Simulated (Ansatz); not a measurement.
`B[SiH]1CO1` + H–F → `F[SiH]1CO1` + BH₃  (cleavage of the Si–B bond)

Isolated molecules relaxed with PBE0-D4/def2-TZVP in Ansatz; ΔE leaves out vibrations. CBS: MP2 limit from def2 TZ/QZ plus the TZ coupled-cluster correction, frozen cores. This one scheme is used for every species. DFT in def2-TZVPP.

```tsv
level	ΔE (kJ/mol)
PBE-QIDH	-149.3
HF/CBS(def2)	-190.4
```

(1) What does CCSD(T)/CBS give? (Estimate.)

(2) What do rigid-rotor, harmonic-oscillator terms from PBE0-D4/def2-TZVP frequencies (298.15 K, 1 bar) make of the CCSD(T)/CBS value? (Best estimate.)

Largest T1 diagnostic among the species: 0.018.

Answers

(1) Ansatz gave: -150.5 kJ/mol. The listed levels differ from it by 1.2, -39.9 kJ/mol.

(2) Ansatz gave: ΔZPE = -0.6 kJ/mol, ΔH = -152.8 kJ/mol, ΔS = -5 J/(mol·K), ΔG = -151.4 kJ/mol.

From r2SCAN to r2SCAN0 (25 % exact exchange), in def2-TZVPP and without D4, ΔE moves by −5.4 kJ/mol. Leaving LDA and LC-ωPBE aside and taking each functional with its dispersion term where it has one, the values, not all of them listed here, spread over 44.0 kJ/mol, from BHLYP-D4 to revPBE-D4. LDA lies +5.3 kJ/mol from PBE without D4.
